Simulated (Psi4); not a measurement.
CH2N (SMILES C#[NH+]), charge +1, singlet, at a GFN2-xTB geometry. Base run: HF/aug-cc-pVDZ (Psi4).

Psi4 was given this input:
```
memory 2 GB

molecule {
1 1
  C    -0.00000000   -0.00000000   -0.60033760
  N     0.00000000    0.00000000    0.53266898
  H    -0.00000000   -0.00000000   -1.67489223
  H     0.00000000    0.00000000    1.54823496
}

set basis aug-cc-pvdz
set stability_analysis check
set scf_type pk

energy('scf')
print_variables()
```

The bond that is stretched is that between atoms 4 and 2. A test that says stable can miss a lower solution.

The base run was repeated with changes; each row names its change, and settings that it needs were set with it.

| change | ΔE vs base (mEh) | <S^2> |
|---|---|---|
| base | 0.000 | 0.000 |
| stability_analysis = follow; reference = uhf | 0.000 | 0.000 |
| bond × 1.25 | 36.996 | 0.000 |
| stability_analysis = follow; reference = uhf; bond × 1.25 | 36.996 | 0.000 |
| bond × 1.5 | 93.550 | 0.000 |
| stability_analysis = follow; reference = uhf; bond × 1.5 | 93.550 | 0.000 |
| bond × 1.8 | 151.5 | 0.000 |
| stability_analysis = follow; reference = uhf; bond × 1.8 | 151.5 | 0.000 |
| bond × 2.2 | 203.2 | 0.000 |
| stability_analysis = follow; reference = uhf; bond × 2.2 | 203.1 | 0.238 |
| bond × 3.0 | 249.1 | 0.000 |
| stability_analysis = follow; reference = uhf; bond × 3.0 | 249.1 | 0.000 |

Psi4 reported an instability in these rows: stability_analysis = follow; reference = uhf; bond × 2.2 (restricted rows aren't judged here).

Where a bond breaks into two radicals, a solution with restricted orbitals usually stops being the lowest and lies too high; an unrestricted one lies lower at the price of spin contamination, which <S^2> shows.
